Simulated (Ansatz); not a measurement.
Relaxation of CH$_{4}$FInO (8 atoms, charge 0, multiplicity 1), to a largest force component of 0.03 eV/Å in at most 50 steps.

All numbers below come from Ansatz 0.2.0, UKS PBE/def2-SVP.

```xyz
8
Properties=species:S:1:pos:R:3
In -0.776 -0.344 0.099
F 1.704 -2.494 0.218
O -1.314 -2.118 0.387
H 0.839 -2.795 0.334
C -0.188 1.686 -0.220
H -0.492 2.286 0.658
H -0.685 2.063 -1.133
H 0.911 1.716 -0.342
```

Task: Where does it end, and by what steps?

Result: The forces met the threshold. After 16 steps the energy has fallen by 1.971 eV; H4 moved furthest, 1.47 Å. Parted: F2–H4 (0.92 → 3.08 Å). Joined: In1–F2 (3.28 → 1.99 Å), O3–H4 (2.26 → 0.98 Å).

```csv
step,energy less start (eV),largest force component (eV/Å),accepted
0,0.0000,1.533,yes
1,-0.2270,1.357,yes
2,-0.3870,0.581,yes
3,-0.5007,0.625,yes
4,-0.6434,0.909,yes
5,-0.9745,2.471,yes
6,-1.0850,6.710,yes
7,-1.6450,0.578,yes
8,-1.7881,1.210,yes
9,-1.8804,0.605,yes
10,-1.8004,1.495,no
11,-1.9265,0.606,yes
12,-1.9513,0.442,yes
13,-1.9626,0.409,yes
14,-1.9691,0.169,yes
15,-1.9692,0.110,yes
16,-1.9707,0.013,yes
```

```xyz
8
Properties=species:S:1:pos:R:3
In 0.215 -0.611 0.058
F 2.026 -1.437 -0.062
O -1.112 -2.085 0.423
H -0.618 -2.928 0.479
C -0.087 1.504 -0.193
H -0.622 1.893 0.693
H -0.699 1.669 -1.099
H 0.898 1.995 -0.299
```

Whether the end is a true minimum wasn't checked by a vibrational analysis.

Run time: 30 s on 2 threads of Intel(R) Xeon(R) Platinum 8488C (Sapphire Rapids), with other jobs on the host, peak memory 0.2 GiB.
